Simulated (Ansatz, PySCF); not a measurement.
AuF5, multiplicity 1. Atoms are numbered in the order given.

```xyz
6

Au     0.0000     0.0000    -0.1005
F      1.3348     1.3348    -0.2185
F     -1.3348    -1.3348    -0.2185
F      0.0000     0.0000     1.7557
F      1.3348    -1.3348    -0.2185
F     -1.3348     1.3348    -0.2185
```
Charge 0, spin multiplicity 1.

Geometry: PBE0-D3(BJ)/def2-SVP. The spin state was assumed, not searched. The def2 effective core potentials stand for the cores of Au; spin–orbit coupling is left out.

Vertical ionisation energy (IE) and electron affinity (EA) in eV. Rows of orbital energies are one-electron estimates. Where ΔSCF, EOM or ADC give a negative EA the extra electron is unbound and the value depends on the basis.

```
level                                                                    IE    EA
--------------------------------------------------------------------  -----  ----
−ε(HOMO), −ε(LUMO), HF/def2-TZVP (PySCF)                              17.01  5.26
−ε(HOMO), −ε(LUMO), PBE/def2-TZVP (PySCF)                              9.24  9.00
ΔSCF, PBE0/def2-TZVPD (Ansatz), final states of multiplicity 2 and 2  13.80  6.22
ΔSCF, PBE/def2-TZVPD (Ansatz), final states of multiplicity 2 and 2       …     …
```

**Question.** Complete the blanks. (An estimate is asked for; the answer gives what the named calculation found.)

**Answer.** 
- ΔSCF, PBE/def2-TZVPD (Ansatz, an electronic-structure program), final states of multiplicity 2 and 2, IE: 12.72
- ΔSCF, PBE/def2-TZVPD (Ansatz), final states of multiplicity 2 and 2, EA: 5.52

**Question.** What vertical singlet–triplet gap does ΔSCF give with PBE0/def2-TZVPD (Ansatz) and with PBE/def2-TZVPD (Ansatz)? (An estimate is asked for; the answer gives what the named calculation found.)

**Answer.** 0.76 and 0.47 eV (triplet above singlet where positive).
